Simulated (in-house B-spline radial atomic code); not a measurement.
# Ag²⁺: [Kr] 4d9

Method: non-relativistic B97-1, spin-polarised, spherical fractional occupations, exact exchange averaged over the configuration, point nucleus. Calculated with a B-spline radial code for spherical atoms.

Effective charges: Z_r = [3n² - l(l+1)]/(2<r>) from the radius, Z_e = n√(-2ε) from the energy, and Slater's rules. Values are occupation-weighted means over spin.

```json
{"shell": "1s", "electrons": "2", "ε (eV)": "-24621", "<r> (bohr)": "0.03239", "Z_r": "46.31", "Z_e": "42.54", "Slater": "46.70"}
{"shell": "2s", "electrons": "2", "ε (eV)": "-3588.2", "<r> (bohr)": "0.1405", "Z_r": "42.72", "Z_e": "32.48", "Slater": "42.85"}
{"shell": "2p", "electrons": "6", "ε (eV)": "-3338.6", "<r> (bohr)": "0.1201", "Z_r": "41.65", "Z_e": "31.33", "Slater": "42.85"}
{"shell": "3s", "electrons": "2", "ε (eV)": "-680.71", "<r> (bohr)": "0.3808", "Z_r": "35.45", "Z_e": "21.22", "Slater": "35.75"}
{"shell": "3p", "electrons": "6", "ε (eV)": "-579.89", "<r> (bohr)": "0.3729", "Z_r": "33.52", "Z_e": "19.59", "Slater": "35.75"}
{"shell": "3d", "electrons": "10", "ε (eV)": "-394.12", "<r> (bohr)": "0.3453", "Z_r": "30.41", "Z_e": "16.15", "Slater": "25.85"}
{"shell": "4s", "electrons": "2", "ε (eV)": "-114.71", "<r> (bohr)": "0.9408", "Z_r": "25.51", "Z_e": "11.61", "Slater": "19.25"}
{"shell": "4p", "electrons": "6", "ε (eV)": "-82.457", "<r> (bohr)": "1.009", "Z_r": "22.79", "Z_e": "9.85", "Slater": "19.25"}
{"shell": "4d", "electrons": "9", "ε (eV)": "-30.992", "<r> (bohr)": "1.294", "Z_r": "16.23", "Z_e": "6.04", "Slater": "8.20"}
```

The least bound orbital is 4d down at -30.58 eV, and it is also the most diffuse (<r> = 1.298 bohr).
